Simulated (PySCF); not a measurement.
## Worked example: oscillator strength and radiative lifetime

Si(H)2(Et)(NH2) (C2H9NSi), SMILES CC[SiH2]N.

Coordinates come from a r2SCAN-D4/def2-SVP optimisation. Other conformers were not sampled.

TDDFT-CAM-B3LYP/def2-SVPD in PySCF 2.14.0 puts the first singlet state with f over 0.02 at 7.47 eV (vertical), with the transition dipole (-0.294, -0.143, 0.149) in atomic units.

Task: Find the oscillator strength, the wavelength and the radiative lifetime that this transition would have in vacuum if emission retraced absorption.

Result: 
|μ|² = 0.1291 au, so |μ| = 0.91 D. ΔE = 7.47/27.211 = 0.2745 hartree. f = (2/3) ΔE |μ|² = 0.024 (the program prints 0.024).
λ = 1239.84/7.47 = 166 nm; ν = 60250 cm⁻¹.
Einstein's coefficient A = 0.6670 ν² f s⁻¹ (ν in cm⁻¹) = 5.7e7 s⁻¹, so τ = 1/A = 17 ns. This state is S2; the lower singlet has f = 0.019. The figure is the radiative limit of this one transition; relaxation, internal conversion, crossing to triplets and a medium change what is measured.
